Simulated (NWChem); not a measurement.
System: CdNH₃Se; SMILES [NH2][Cd][SeH]

```xyz
6

Cd     0.4974    -0.4523     0.1017
N      1.0859    -2.3685    -0.0519
H      1.1692    -2.7040    -1.0101
H      0.4947    -3.0347     0.4427
Se    -0.0198     1.9335     0.3149
H     -1.3292     1.7423    -0.3319
```
Atoms are numbered in this order, from 1.

Level: PBE0/def2-SVP with def2 effective core potentials on Cd (NWChem), optimised geometry, unscaled harmonic frequencies. This build's default masses of Se (78.918 u) and Br (79.917 u) are each other's, which moves their modes by up to 0.6 %. def2 effective core potentials on Cd; no spin-orbit coupling.

```tsv
frequency (cm⁻¹)	IR intensity (km/mol)
102	3.5
105	1.5
167	6.0
241	3.9
474	139.2
580	2.0
602	31.9
758	17.4
1530	5.2
2446	12.4
3548	9.9
3647	10.0
```

```json
{
 "zero_point_energy": "20.3 kcal/mol",
 "thermal correction to the enthalpy at 298.15 K (with zero-point energy)": "24.7 kcal/mol",
 "heat capacity Cv": "17.7 cal/(mol K)",
 "entropy at 298.15 K and 1 atm (symmetry number 1)": "79.8 cal/(mol K)"
}
```

Rigid rotor and harmonic oscillator.
